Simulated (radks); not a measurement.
Values are calculated unless marked as measured or tabulated.
Q: Ionisation of the iron ion Fe2+, [Ar] 3d6, to Fe3+, [Ar] 3d5, under several functionals. Scalar-relativistic Kohn-Sham, spin-polarised, spherical densities, finite nucleus; open shells are filled with parallel spins first; a radial shooting solver on a logarithmic mesh with Libxc functionals. The NIST Atomic Spectra Database gives 30.65 eV (measured). Rank these functionals by the error of their Delta-SCF ionisation energy: XLYP; LDA (Slater exchange, Perdew-Wang correlation); HCTH/407; LDA (Slater exchange, VWN5 correlation); PW91; SCAN; PBEsol; exchange-only r2SCAN; TASK exchange with Perdew-Wang LDA correlation.

A: From best to worst: PBEsol 31.139 eV (+0.488); PW91 31.334 eV (+0.683); SCAN 29.935 eV (-0.716); XLYP 31.388 eV (+0.737); HCTH/407 31.475 eV (+0.824); LDA (Slater exchange, Perdew-Wang correlation) 31.642 eV (+0.991); LDA (Slater exchange, VWN5 correlation) 31.646 eV (+0.995); TASK exchange with Perdew-Wang LDA correlation 28.866 eV (-1.785); exchange-only r2SCAN 28.317 eV (-2.334). Open shells are spherical and high-spin; term and fine-structure splittings are not resolved.
